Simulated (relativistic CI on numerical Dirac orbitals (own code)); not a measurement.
## Ta67+: sensitivity of the levels to the model

Base calculation: Dirac-Coulomb-Breit CI, separate exchange-only KLI orbitals for each configuration, model QED, unscaled Slater integrals.

CI space (outside the closed core 1s2): 2s²2p², 2s2p³, 2p⁴, 2p³3s, 2p³3p, 2p³3d, 2s²2p3s, 2s²2p3p, 2s²2p3d, 2s2p²3s, 2s2p²3p, 2s2p²3d, 2s²2p4s, 2s²2p4p, 2s²2p4d, 2s²2p4f, 2s²3s², 2s2p²4s, 2s²3s3p, 2s2p²4p, 2s2p²4d, 2s2p²4f, 2s²3s3d, 2s²2p5s, 2s²3p², 2s²2p5p, 2s²2p5d, 2s²2p5f, 2s²2p5g, 2s²3p3d, 2s2p3s², 2s²3d², 2s2p3s3p, 2s2p3s3d, 2s2p3p², 2s2p3p3d. Levels of other configurations are missing.

Variants: (1) valence Slater integrals scaled by 0.9. Shifts of the energy above 2s²2p² ³P0, in eV, for the lowest level and the first level of each name with at least 55 % of one term (blank where a level changes its place among those of its configuration and J or its character, or is not in the variant):

| Level | Base | Δ(1) |
| --- | --- | --- |
| 2s²2p² ³P0 | 0.00 | 0.00 |
| 2s²2p² ³P1 | 1325.71 | +2.99 |
| 2s²2p² ¹D2 | 1344.08 | +0.40 |
| 2s²2p² ³P2 | 2693.26 | +2.52 |
| 2s²2p² ¹S0 | 2755.22 | -2.65 |
| 2s2p³ ³D°3 | 2963.79 | +3.96 |
| 2s2p³ ³P°0 | 3025.64 | -0.37 |
| 2s2p³ ¹D°2 | 3057.80 | -4.82 |
| 2s2p³ ³P°1 | 3061.90 | -4.52 |
| 2p⁴ ³P2 | 3371.32 | +0.43 |
| 2p⁴ ¹S0 | 3436.53 | -5.35 |
| 2p⁴ ³P1 | 4712.79 | +2.56 |
| 2p⁴ ¹D2 | 4731.52 | -0.09 |
| 2p⁴ ³P0 | 6108.64 | -1.06 |

At this charge energies of transitions that change n are usually good to better than 1 %, and those within a shell (Δn = 0) to a few per cent.

Ionisation energy from the two ground configurations alone: base 17841.7 eV. The NIST ASD value (theoretical) is 17840 eV.

LS names give the leading component of a level, which can be under half, so a name can repeat, a term be missing and a line seem to break the LS rules.
